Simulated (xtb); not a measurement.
A run for xtb: GFN2-xTB on C2H4O3 (a complex), monomers drawn apart or pushed together.

```
$ xtb mol.xyz --gfn 2 --sp --chrg 0 --uhf 0
9

O      0.09206067    -1.04048031    -0.02434827
C     -0.03155531     0.03655820     0.38639047
O     -0.15904639     1.13147955     0.74846678
C     -0.05427489    -0.12057943     6.20604476
O      0.16637635    -1.03845803     5.14142994
H     -0.99740339    -0.31683449     6.72621727
H     -0.10526978     0.86899670     5.75594492
H      0.76475197    -0.13372024     6.93237366
H      0.20570528    -1.93300756     5.49278251
```

Output:

```
[...]
           -------------------------------------------------
          |                Calculation Setup                |
           -------------------------------------------------



molecular fragmentation (1/2 indicates fragments):
111222222
# atoms in fragment 1/2:     3     6
 fragment masses (1/2) :       44.01       32.04
CMA distance (Bohr)    :  10.109
constraining FC (au)   :  0.0500

           -------------------------------------------------
          |                 G F N 2 - x T B                 |
           -------------------------------------------------

        Reference                      10.1021/acs.jctc.8b01176
      * Hamiltonian:
        H0-scaling (s, p, d)           1.850000    2.230000    2.230000
        zeta-weighting                 0.500000
      * Dispersion:
        s8                             2.700000
        a1                             0.520000
        a2                             5.000000
        s9                             5.000000
      * Repulsion:
        kExp                           1.500000    1.000000
        rExp                           1.000000
      * Coulomb:
        alpha                          2.000000
        third order                    shell-resolved
        anisotropic                    true
        a3                             3.000000
        a5                             4.000000
        cn-shift                       1.200000
        cn-exp                         4.000000
        max-rad                        5.000000


          ...................................................
          :                      SETUP                      :
          :.................................................:
          :  # basis functions                  24          :
          :  # atomic orbitals                  24          :
          :  # shells                           14          :
          :  # electrons                        30          :
          :  max. iterations                   250          :
          :  Hamiltonian                  GFN2-xTB          :
          :  restarted?                      false          :
          :  GBSA solvation                  false          :
          :  PC potential                    false          :
          :  electronic temp.          300.0000000     K    :
          :  accuracy                    1.0000000          :
          :  -> integral cutoff          0.2500000E+02      :
          :  -> integral neglect         0.1000000E-07      :
          :  -> SCF convergence          0.1000000E-05 Eh   :
          :  -> wf. convergence          0.1000000E-03 e    :
          :  Broyden damping             0.4000000          :
          :  net charge                          0          :
          :  unpaired electrons                  0          :
          ...................................................

 iter      E             dE          RMSdq      gap      omega  full diag
   1    -18.6808666 -0.186809E+02  0.576E+00    8.16       0.0  T
   2    -18.7110004 -0.301338E-01  0.294E+00    6.27       1.0  T
   3    -18.7114353 -0.434873E-03  0.146E+00    5.79       1.0  T
   4    -18.7143623 -0.292701E-02  0.193E-01    5.07       1.0  T
   5    -18.7144132 -0.509087E-04  0.692E-02    5.13       1.0  T
   6    -18.7144165 -0.325456E-05  0.226E-02    5.14       1.5  T
   7    -18.7144168 -0.255053E-06  0.404E-03    5.14       8.3  T
   8    -18.7144167  0.130644E-08  0.172E-03    5.15      19.4  T
   9    -18.7144168 -0.141425E-07  0.335E-04    5.14      99.4  T
  10    -18.7144168 -0.495604E-09  0.116E-04    5.14     286.2  T

   *** convergence criteria satisfied after 10 iterations ***

         #    Occupation            Energy/Eh            Energy/eV
      -------------------------------------------------------------
         1        2.0000           -0.7994891             -21.7552
       ...           ...                  ...                  ...
         9        2.0000           -0.5676126             -15.4455
        10        2.0000           -0.5261383             -14.3170
        11        2.0000           -0.5259445             -14.3117
        12        2.0000           -0.5240223             -14.2594
        13        2.0000           -0.5200164             -14.1504
        14        2.0000           -0.4594718             -12.5029
        15        2.0000           -0.4185595             -11.3896 (HOMO)
        16                         -0.2295091              -6.2453 (LUMO)
        17                         -0.2294071              -6.2425
        18                          0.0464420               1.2638
        19                          0.1259730               3.4279
        20                          0.1691105               4.6017
       ...                                ...                  ...
        24                          1.2550927              34.1528
      -------------------------------------------------------------
                  HL-Gap            0.1890505 Eh            5.1443 eV
             Fermi-level           -0.3240343 Eh           -8.8174 eV

 SCC (total)                   0 d,  0 h,  0 min,  0.007 sec
 SCC setup                      ...        0 min,  0.000 sec (  2.852%)
 Dispersion                     ...        0 min,  0.000 sec (  1.248%)
 classical contributions        ...        0 min,  0.000 sec (  0.495%)
 integral evaluation            ...        0 min,  0.001 sec ( 11.080%)
 iterations                     ...        0 min,  0.004 sec ( 58.175%)
 molecular gradient             ...        0 min,  0.002 sec ( 23.004%)
 printout                       ...        0 min,  0.000 sec (  2.774%)

         :::::::::::::::::::::::::::::::::::::::::::::::::::::
         ::                     SUMMARY                     ::
         :::::::::::::::::::::::::::::::::::::::::::::::::::::
         :: total energy             -18.533917706414 Eh    ::
         :: gradient norm              0.052021293215 Eh/a0 ::
         :: HOMO-LUMO gap              5.144324826379 eV    ::
         ::.................................................::
         :: SCC energy               -18.714409268889 Eh    ::
         :: -> isotropic ES            0.056806887441 Eh    ::
         :: -> anisotropic ES          0.005200896944 Eh    ::
         :: -> anisotropic XC          0.001231530349 Eh    ::
         :: -> dispersion             -0.002041988897 Eh    ::
         :: repulsion energy           0.180491562474 Eh    ::
         :: add. restraining           0.000000000000 Eh    ::
         :: total charge               0.000000000000 e     ::
         :::::::::::::::::::::::::::::::::::::::::::::::::::::

           -------------------------------------------------
          |                Property Printout                |
           -------------------------------------------------

    * Orbital Energies and Occupations

         #    Occupation            Energy/Eh            Energy/eV
      -------------------------------------------------------------
         1        2.0000           -0.7994891             -21.7552
       ...           ...                  ...                  ...
         3        2.0000           -0.6884906             -18.7348
         4        2.0000           -0.6567697             -17.8716
         5        2.0000           -0.6514998             -17.7282
         6        2.0000           -0.6511350             -17.7183
         7        2.0000           -0.6187587             -16.8373
         8        2.0000           -0.5937829             -16.1577
         9        2.0000           -0.5676126             -15.4455
        10        2.0000           -0.5261383             -14.3170
        11        2.0000           -0.5259445             -14.3117
        12        2.0000           -0.5240223             -14.2594
        13        2.0000           -0.5200164             -14.1504
        14        2.0000           -0.4594718             -12.5029
        15        2.0000           -0.4185595             -11.3896 (HOMO)
        16                         -0.2295091              -6.2453 (LUMO)
        17                         -0.2294071              -6.2425
        18                          0.0464420               1.2638
        19                          0.1259730               3.4279
        20                          0.1691105               4.6017
        21                          0.1958782               5.3301
        22                          0.2390133               6.5039
        23                          0.2661204               7.2415
        24                          1.2550927              34.1528
      -------------------------------------------------------------
                  HL-Gap            0.1890505 Eh            5.1443 eV
             Fermi-level           -0.3240343 Eh           -8.8174 eV

     #   Z          covCN         q      C6AA      α(0)
     1   8 O        0.856    -0.231    18.576     5.778
     2   6 C        1.711     0.461    21.660     7.534
     3   8 O        0.856    -0.230    18.563     5.777
     4   6 C        3.621     0.038    20.379     6.508
     5   8 O        1.654    -0.439    21.631     6.278
     6   1 H        0.924     0.029     2.603     2.523
     7   1 H        0.925     0.058     2.219     2.330
     8   1 H        0.924     0.029     2.598     2.520
     9   1 H        0.805     0.285     0.767     1.376

 Mol. C6AA /au·bohr⁶  :        779.750917
 Mol. C8AA /au·bohr⁸  :      16357.809832
 Mol. α(0) /au        :         40.625084


Wiberg/Mayer (AO) data.
largest (>0.10) Wiberg bond orders for each atom

 ---------------------------------------------------------------------------
     #   Z sym  total        # sym  WBO       # sym  WBO       # sym  WBO
 ---------------------------------------------------------------------------
     1   8 O    2.369 --     2 C    1.968     3 O    0.402
     2   6 C    3.935 --     3 O    1.968     1 O    1.968
     3   8 O    2.370 --     2 C    1.968     1 O    0.402
     4   6 C    3.954 --     5 O    1.006     7 H    0.984     6 H    0.982
                             8 H    0.982
     5   8 O    1.950 --     4 C    1.006     9 H    0.908
     6   1 H    0.999 --     4 C    0.982
     7   1 H    0.997 --     4 C    0.984
     8   1 H    0.999 --     4 C    0.982
     9   1 H    0.919 --     5 O    0.908
 ---------------------------------------------------------------------------

Topologies differ in total number of bonds
Writing topology from bond orders to xtbtopo.mol

molecular dipole:
                 x           y           z       tot (Debye)
 q only:       -0.053      -0.123       0.540
   full:       -0.068      -0.244       0.765       2.049
molecular quadrupole (traceless):
                xx          xy          yy          xz          yz          zz
 q only:       -5.439       0.142      -5.134      -0.632      -3.755      10.573
  q+dip:       -6.965       0.407      -7.382      -0.548      -7.321      14.347
   full:       -6.762       0.491      -8.200      -0.594      -7.541      14.962


           -------------------------------------------------
          | TOTAL ENERGY              -18.533917706414 Eh   |
          | GRADIENT NORM               0.052021293215 Eh/α |
          | HOMO-LUMO GAP               5.144324826379 eV   |
           -------------------------------------------------

------------------------------------------------------------------------
------------------------------------------------------------------------
 total:
 SCF:
Note: The following floating-point exceptions are signalling: IEEE_UNDERFLOW_FLAG IEEE_DENORMAL
normal termination of xtb
```

The run finished.

Cost: around 0.07 core-seconds (rough).
